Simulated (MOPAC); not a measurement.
MOPAC input (AM1):

```
AM1 1SCF UHF MS=0.5 GEO-OK AUX(PRECISION=9) THREADS=1
C3H8BS

C    -1.98896100 1    1.02655100 1   -0.14373700 1
B    -0.85803500 1    0.02450100 1    0.00508700 1
C    -1.07246900 1   -1.51502600 1    0.25424900 1
S     0.78618100 1    0.75868000 1   -0.12993800 1
C     1.95107700 1   -0.62288800 1    0.07939600 1
H    -1.83169600 1    2.08648400 1   -0.31538200 1
H    -3.03286500 1    0.73448100 1   -0.08592600 1
H    -2.12938500 1   -1.78143200 1    0.30808200 1
H    -0.61872900 1   -2.11844300 1   -0.53837600 1
H    -0.60060500 1   -1.84183400 1    1.18633700 1
H     2.95727700 1   -0.21655400 1    0.00365500 1
H     1.82392500 1   -1.08723000 1    1.05532400 1
H     1.80548400 1   -1.36868100 1   -0.69958400 1
```

From the output:

```
                                                       MOPAC v23.2.5 Linux

          FINAL HEAT OF FORMATION =          7.40348 KCAL/MOL =      30.97614 KJ/MOL

          COSMO AREA              =        136.29 SQUARE ANGSTROMS
          COSMO VOLUME            =        128.16 CUBIC ANGSTROMS

          IONIZATION POTENTIAL    =          9.114421 EV
          ALPHA SOMO LUMO (EV)    =         -9.114  0.699
          BETA  SOMO LUMO (EV)    =         -9.390 -0.300
          NO. OF ALPHA ELECTRONS  =         15
          NO. OF BETA  ELECTRONS  =         14
          MOLECULAR WEIGHT        =         86.9662         POINT GROUP:  Cs

          MOLECULAR DIMENSIONS (Angstroms)

            Atom       Atom       Distance
            H    11    H     7     6.06583
            H     6    H    10     3.97062
            H     9    H    12     1.96915

          SCF CALCULATIONS        =          1

   ATOM   CHEMICAL          X               Y               Z
  NUMBER   SYMBOL      (ANGSTROMS)     (ANGSTROMS)     (ANGSTROMS)

     1       C         -1.98896100  *   1.02655100  *  -0.14373700  *
     2       B         -0.85803500  *   0.02450100  *   0.00508700  *
     3       C         -1.07246900  *  -1.51502600  *   0.25424900  *
     4       S          0.78618100  *   0.75868000  *  -0.12993800  *
     5       C          1.95107700  *  -0.62288800  *   0.07939600  *
     6       H         -1.83169600  *   2.08648400  *  -0.31538200  *
     7       H         -3.03286500  *   0.73448100  *  -0.08592600  *
     8       H         -2.12938500  *  -1.78143200  *   0.30808200  *
     9       H         -0.61872900  *  -2.11844300  *  -0.53837600  *
    10       H         -0.60060500  *  -1.84183400  *   1.18633700  *
    11       H          2.95727700  *  -0.21655400  *   0.00365500  *
    12       H          1.82392500  *  -1.08723000  *   1.05532400  *
    13       H          1.80548400  *  -1.36868100  *  -0.69958400  *

                             CARTESIAN COORDINATES

   1    C       -1.988961000     1.026551000    -0.143737000
   2    B       -0.858035000     0.024501000     0.005087000
   3    C       -1.072469000    -1.515026000     0.254249000
   4    S        0.786181000     0.758680000    -0.129938000
   5    C        1.951077000    -0.622888000     0.079396000
   6    H       -1.831696000     2.086484000    -0.315382000
   7    H       -3.032865000     0.734481000    -0.085926000
   8    H       -2.129385000    -1.781432000     0.308082000
   9    H       -0.618729000    -2.118443000    -0.538376000
  10    H       -0.600605000    -1.841834000     1.186337000
  11    H        2.957277000    -0.216554000     0.003655000
  12    H        1.823925000    -1.087230000     1.055324000
  13    H        1.805484000    -1.368681000    -0.699584000

           Empirical Formula: C3 H8 B S  =    13 atoms

      MOLECULAR POINT GROUP   :   Cs

          ALPHA EIGENVALUES
 -31.37280 -29.95889 -27.66981 -20.02196 -16.31940 -15.19483 -14.78458 -14.40655
 -13.62784 -13.49149 -12.55661 -11.98248 -10.58894 -10.52782  -9.11442   0.69921
   1.55122   1.70090   3.83587   4.06220   4.09754   4.52681   4.59884   4.62179
   4.66312   5.04634   5.29028   5.83103

           BETA EIGENVALUES
 -31.10403 -29.74473 -26.62276 -19.82796 -16.15902 -15.09357 -14.74821 -14.26709
 -13.57378 -13.47119 -12.42758 -11.71248 -10.47105  -9.39010  -0.30027   0.80694
   1.61804   2.69307   4.00343   4.06041   4.10919   4.61879   4.63288   4.65834
   5.09507   5.20339   5.51598   6.03824

              NET ATOMIC CHARGES AND DIPOLE CONTRIBUTIONS

  ATOM NO.   TYPE          CHARGE      No. of ELECS.   s-Pop       p-Pop
    1          C          -0.269404        4.2694     1.31174     2.95766
    2          B           0.103266        2.8967     1.19593     1.70081
    3          C          -0.299685        4.2997     1.23237     3.06732
    4          S          -0.006106        6.0061     1.86775     4.13836
    5          C          -0.292523        4.2925     1.23318     3.05935
    6          H           0.111052        0.8889     0.88895
    7          H           0.105397        0.8946     0.89460
    8          H           0.081462        0.9185     0.91854
    9          H           0.083852        0.9161     0.91615
   10          H           0.083852        0.9161     0.91615
   11          H           0.110652        0.8893     0.88935
   12          H           0.094092        0.9059     0.90591
   13          H           0.094092        0.9059     0.90591
 DIPOLE           X         Y         Z       TOTAL
 POINT-CHG.     0.303    -0.315     0.047     0.439
 HYBRID        -0.384    -1.309     0.214     1.381
 SUM           -0.081    -1.624     0.261     1.647

          ATOMIC ORBITAL ELECTRON POPULATIONS

     Atom    s        px        py        pz
    1  C   1.31174   1.00725   1.01424   0.93617
    2  B   1.19593   0.68724   0.72090   0.29266
    3  C   1.23237   1.02430   1.02520   1.01782
    4  S   1.86775   1.12498   1.21348   1.79989
    5  C   1.23318   1.01426   0.99864   1.04644
    6  H   0.88895
    7  H   0.89460
    8  H   0.91854
    9  H   0.91615
   10  H   0.91615
   11  H   0.88935
   12  H   0.90591
   13  H   0.90591

                    (SZ)    =    0.500000
                    (S**2)  =    0.762106

          ATOMIC ORBITAL SPIN POPULATIONS

    Atom   Total    s     px     py     pz
         Atomic
    1  C  1.0633  0.056  0.052  0.073  0.882
    2  B -0.0235 -0.011 -0.022 -0.013  0.023
    3  C -0.0056 -0.001 -0.000 -0.005  0.000
    4  S  0.0782  0.001  0.005  0.007  0.065
    5  C -0.0135 -0.001 -0.005 -0.006 -0.001
    6  H -0.0534 -0.053
    7  H -0.0528 -0.053
    8  H -0.0002 -0.000
    9  H  0.0020  0.002
   10  H  0.0020  0.002
   11  H  0.0002  0.000
   12  H  0.0018  0.002
   13  H  0.0018  0.002

 **********************
 *                    *
 * JOB ENDED NORMALLY *
 *                    *
 **********************

 == MOPAC DONE ==
```

The geometry given is a B3LYP-D3(BJ)/def2-TZVP minimum.
